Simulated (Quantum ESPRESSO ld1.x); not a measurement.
The numbers below are computed, except where a source is named.
Problem. Radial electron density D(r) = 4 pi r^2 rho(r) of an atom or ion with 4 electrons. Code: ld1.x of Quantum ESPRESSO 7.5. Model: Dirac Kohn-Sham, exchange-only LDA, spin-unpolarised, spherical densities, point nucleus.

| r (bohr) | D(r) (e/bohr) |
|---|---|
| 0.01756 | 0.6372 |
| 0.01933 | 0.7530 |
| 0.02145 | 0.8999 |
| 0.02361 | 1.058 |
| 0.0262 | 1.256 |
| 0.02884 | 1.466 |
| 0.032 | 1.727 |
| 0.03523 | 2.000 |
| 0.03909 | 2.333 |
| 0.04303 | 2.675 |
| 0.04736 | 3.051 |
| 0.05255 | 3.494 |
| 0.05785 | 3.932 |
| 0.06419 | 4.433 |
| 0.07066 | 4.909 |
| 0.0784 | 5.429 |
| 0.0863 | 5.896 |
| 0.09576 | 6.370 |
| 0.1054 | 6.756 |
| 0.116 | 7.072 |
| 0.1287 | 7.309 |
| 0.1417 | 7.412 |
| 0.1573 | 7.376 |
| 0.1731 | 7.196 |
| 0.1921 | 6.838 |
| 0.2114 | 6.366 |
| 0.2346 | 5.723 |
| 0.2582 | 5.040 |
| 0.2842 | 4.312 |
| 0.3154 | 3.527 |
| 0.3472 | 2.857 |
| 0.3852 | 2.240 |
| 0.424 | 1.809 |
| 0.4705 | 1.511 |
| 0.5179 | 1.394 |
| 0.5747 | 1.413 |
| 0.6326 | 1.529 |
| 0.6963 | 1.692 |
| 0.7727 | 1.865 |
| 0.8505 | 1.972 |
| 0.9437 | 1.995 |
| 1.039 | 1.912 |
| 1.153 | 1.717 |
| 1.269 | 1.462 |
| 1.408 | 1.144 |
| 1.55 | 0.8511 |
| 1.706 | 0.5890 |
| 1.893 | 0.3620 |
| 2.084 | 0.2115 |
| 2.312 | 0.1066 |
| 2.545 | 0.05099 |
| 2.824 | 0.02028 |
| 3.108 | 0.007648 |
| 3.449 | 0.002295 |
| 3.797 | 0.0006506 |

What is the nuclear charge?

Solution. Z = 7. The innermost maximum, from 1s, lies near gamma/Z bohr with gamma = sqrt(1 - (Z/c)^2) = 0.999, here 0.143 bohr (found: 0.146), and its height grows with Z. The density is that of the nitrogen ion N3+ in [He] 2s2; the configuration itself is not fixed sharply by these data. D(r) has 2 maxima, at r = 0.146, 0.914 bohr, and minima at 0.535 bohr, inside which lie 2.06 electrons.
